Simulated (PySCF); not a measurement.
H₉Si₅ (SMILES [SiH]1[SiH2][SiH2][SiH2][SiH2]1), doublet, geometry from GFN2-xTB; PBE/STO-3G (PySCF).

Here is a job for PySCF.
```python
from pyscf import gto, scf, dft

mol = gto.Mole()
mol.atom = '''
    Si    0.224961    1.954402   -0.010280
    Si    1.888001    0.448422    0.557987
    Si    0.945155   -1.673835    0.290882
    Si   -1.274265   -1.421827   -0.366484
    Si   -1.750590    0.861572   -0.519720
    H     0.070454    3.072035    0.939827
    H     2.479854    0.612777    1.894422
    H     3.046273    0.621846   -0.333808
    H     1.707129   -2.457446   -0.687912
    H     1.048605   -2.465150    1.523068
    H    -1.531795   -2.089677   -1.647243
    H    -2.185261   -2.097955    0.565236
    H    -2.181315    1.215421   -1.882157
    H    -2.919612    1.225869    0.295165
'''
mol.basis = 'sto-3g'
mol.charge = 0
mol.spin = 1
mol.verbose = 4
mol.build()

mf = dft.UKS(mol)
mf.xc = 'pbe'
mf.kernel()
```

**Question.** Predict the main parts of the log of this PySCF run.

**Answer.** 
```
PySCF version 2.14.0

[INPUT] verbose = 4
[INPUT] num. atoms = 14
[INPUT] num. electrons = 79
[INPUT] charge = 0
[INPUT] spin (= nelec alpha-beta = 2S) = 1
[INPUT] symmetry False subgroup None
[INPUT] Mole.unit = angstrom
[INPUT] Symbol           X                Y                Z      unit          X                Y                Z       unit  Magmom
[INPUT]  1 Si     0.224961000000   1.954402000000  -0.010280000000 AA    0.425114678708   3.693284517302  -0.019426384561 Bohr   0.0
[INPUT]  2 Si     1.888001000000   0.448422000000   0.557987000000 AA    3.567804812905   0.847394768230   1.054442611068 Bohr   0.0
[INPUT]  3 Si     0.945155000000  -1.673835000000   0.290882000000 AA    1.786084095263  -3.163089727711   0.549687314566 Bohr   0.0
[INPUT]  4 Si    -1.274265000000  -1.421827000000  -0.366484000000 AA   -2.408011860119  -2.686863626512  -0.692554389035 Bohr   0.0
[INPUT]  5 Si    -1.750590000000   0.861572000000  -0.519720000000 AA   -3.308135656402   1.628135116594  -0.982128461459 Bohr   0.0
[INPUT]  6 H      0.070454000000   3.072035000000   0.939827000000 AA    0.133138764380   5.805304795078   1.776015634472 Bohr   0.0
[INPUT]  7 H      2.479854000000   0.612777000000   1.894422000000 AA    4.686244888907   1.157980705433   3.579938744351 Bohr   0.0
[INPUT]  8 H      3.046273000000   0.621846000000  -0.333808000000 AA    5.756621670657   1.175118631656  -0.630805698189 Bohr   0.0
[INPUT]  9 H      1.707129000000  -2.457446000000  -0.687912000000 AA    3.226006269303  -4.643899905908  -1.299965277802 Bohr   0.0
[INPUT] 10 H      1.048605000000  -2.465150000000   1.523068000000 AA    1.981576262850  -4.658458355972   2.878181389089 Bohr   0.0
[INPUT] 11 H     -1.531795000000  -2.089677000000  -1.647243000000 AA   -2.894673028978  -3.948917218803  -3.112838130607 Bohr   0.0
[INPUT] 12 H     -2.185261000000  -2.097955000000   0.565236000000 AA   -4.129544800693  -3.964560371662   1.068141235745 Bohr   0.0
[INPUT] 13 H     -2.181315000000   1.215421000000  -1.882157000000 AA   -4.122087941406   2.296812816045  -3.556761253433 Bohr   0.0
[INPUT] 14 H     -2.919612000000   1.225869000000   0.295165000000 AA   -5.517267069994   2.316556674594   0.557781011557 Bohr   0.0

nuclear repulsion = 480.411823154961
number of shells = 34
number of NR pGTOs = 162
number of NR cGTOs = 54
basis = sto-3g
ecp = {}

******** <class 'pyscf.dft.uks.UKS'> ********
method = UKS
initial guess = minao
damping factor = 0
level_shift factor = 0
DIIS = <class 'pyscf.scf.diis.CDIIS'>
diis_start_cycle = 1
diis_space = 8
diis_damp = 0
SCF conv_tol = 1e-09
SCF conv_tol_grad = None
SCF max_cycles = 50
direct_scf = True
direct_scf_tol = 1e-13
number electrons alpha = 40  beta = 39
XC library pyscf.dft.libxc version 7.1.2
    S. Lehtola, C. Steigemann, M. J. T. Oliveira, and M. A. L. Marques,  SoftwareX 7, 1–5 (2018)
XC functionals = pbe
    J. P. Perdew, K. Burke, and M. Ernzerhof,  Phys. Rev. Lett. 77, 3865 (1996)
    J. P. Perdew, K. Burke, and M. Ernzerhof,  Phys. Rev. Lett. 78, 1396 (1997)
    J. P. Perdew, K. Burke, and M. Ernzerhof,  Phys. Rev. Lett. 77, 3865 (1996)
    J. P. Perdew, K. Burke, and M. Ernzerhof,  Phys. Rev. Lett. 78, 1396 (1997)
radial grids:
    Treutler-Ahlrichs [JCP 102, 346 (1995); DOI:10.1063/1.469408] (M4) radial grids

becke partition: Becke, JCP 88, 2547 (1988); DOI:10.1063/1.454033
pruning grids: <function nwchem_prune>
grids dens level: 3
symmetrized grids: False
atomic radii adjust function: <function treutler_atomic_radii_adjust>
small_rho_cutoff = 0
Set gradient conv threshold to 3.16228e-05
tot grids = 184176
init E= -1434.50936257456

cycle= 1 E= -1435.27684214426  delta_E= -0.767  |g|= 0.079  |ddm|= 2.99
cycle= 2 E= -1435.27868089835  delta_E= -0.00184  |g|= 0.0642  |ddm|= 0.274
cycle= 3 E= -1435.28205186968  delta_E= -0.00337  |g|= 0.0106  |ddm|= 0.134
cycle= 4 E= -1435.28215913066  delta_E= -0.000107  |g|= 0.00169  |ddm|= 0.0252
cycle= 5 E= -1435.28216221363  delta_E= -3.08e-06  |g|= 0.000935  |ddm|= 0.0067
cycle= 6 E= -1435.28216315603  delta_E= -9.42e-07  |g|= 0.00019  |ddm|= 0.00251
cycle= 7 E= -1435.28216319681  delta_E= -4.08e-08  |g|= 6.34e-05  |ddm|= 0.000579
cycle= 8 E= -1435.28216320105  delta_E= -4.24e-09  |g|= 1.46e-05  |ddm|= 0.000168
cycle= 9 E= -1435.28216320126  delta_E= -2.03e-10  |g|= 6.4e-06  |ddm|= 4.44e-05
Extra cycle  E= -1435.28216320125  delta_E= 5e-12  |g|= 6.83e-06  |ddm|= 2.71e-05
converged SCF energy = -1435.28216320125  <S^2> = 0.75156459  2S+1 = 2.001564
```
